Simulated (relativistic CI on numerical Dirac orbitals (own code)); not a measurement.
# Forbidden transitions in Hg2+

Computed by Dirac-Coulomb-Breit CI, orbitals from a KLI potential per configuration, model QED, valence Slater integrals scaled by 0.85, configuration energies shifted to the measured levels that pair with them (semi-empirical) (own radial code, finite nucleus).

CI space (outside the closed core [Xe] 4f14): 5d10, 5d9 6s, 5d8 6s2, 5d9 6p, 5d8 6s 6p, 5d9 7s, 5d9 5f, 5d9 6d, 5d9 7p, 5d8 5f2, 5d9 7d, 5d9 6f, 5d9 5g, 5d9 7f, 5d9 6g, 5d8 6s 7s, 5d8 6p2, 5d8 5f 6s. Levels of other configurations are missing.

```
λ vac (nm)            Lower             Upper  Type   A (s⁻¹)        gf  Branching (%)
    93.650    5d10 1S_0 [1]  5d8 6s2 1D_2 [8]    E2  4.29e+01  2.82e-08           11.4
    157.11  5d9 6s 3D_3 [2]  5d8 6s2 1D_2 [8]    E2  4.40e+01  8.15e-08           11.7
    164.46    5d10 1S_0 [1]   5d9 6s 1D_2 [5]    E2  1.76e+02  3.56e-07           75.4
    165.60  5d9 6s 3D_2 [3]  5d8 6s2 1D_2 [8]    E2  2.68e+02  5.51e-07           71.1
    182.60  5d9 6s 3D_3 [2]  5d8 6s2 3F_4 [6]    E2  1.43e+02  6.44e-07           84.1
    194.18  5d9 6s 3D_2 [3]  5d8 6s2 3F_4 [6]    E2  2.67e+01  1.36e-07           15.7
    215.54    5d10 1S_0 [1]   5d9 6s 3D_2 [3]    E2  3.38e+01  1.18e-07           98.4
    565.70  5d9 6s 3D_3 [2]   5d9 6s 1D_2 [5]    M1  5.38e+01  1.29e-06           23.1
```

Terms are leading LS components. Brackets give the number of a level in order of energy, since labels repeat. The list gives strong lines, with weight on those to low levels, without configurations that were not tied to measured data, among the lowest 398 of 1030 levels, so that lines to higher ones, which can be the strongest, are missing, and without lines across small gaps between configurations, and without 2 lines that miss the measured interval by over 3.5 %, start from a term whose rates miss tabulated ones by over 60 %, have gauges far apart or, lacking measured levels, span too small a gap for the errors found; lines with a level outside our table were not tested and can miss by more. Levels whose partners in the same complex of configurations lie outside the list can be far off, and so can their lines. Rates are taken at the computed energies, electric ones in the length gauge.

Configurations whose levels could be paired with our table of measured levels were shifted onto them, all but the ground configuration, by the median error of their levels; single terms can still be off by 1,000 to 2,000 cm⁻¹ or more, and rates follow the energies as ν³ (E1, M1) or ν⁵ (E2). The others borrow a shift and can be off by several thousand cm⁻¹ or more. The fine structure of a lone outer electron comes out too small, for d and f at times inverted, and misplaced configurations move strength between like terms. 22 of the 62 excited levels that our extract of the measured tables holds in this range could be paired (the sources list more); they are missed by 626 cm⁻¹ on average and 1959 at most, after the shifts were fitted to these levels, and levels without a partner can miss by more.

LS names give the leading component of a level, which can be under half, so a name can repeat, a term be missing and a line seem to break the LS rules.
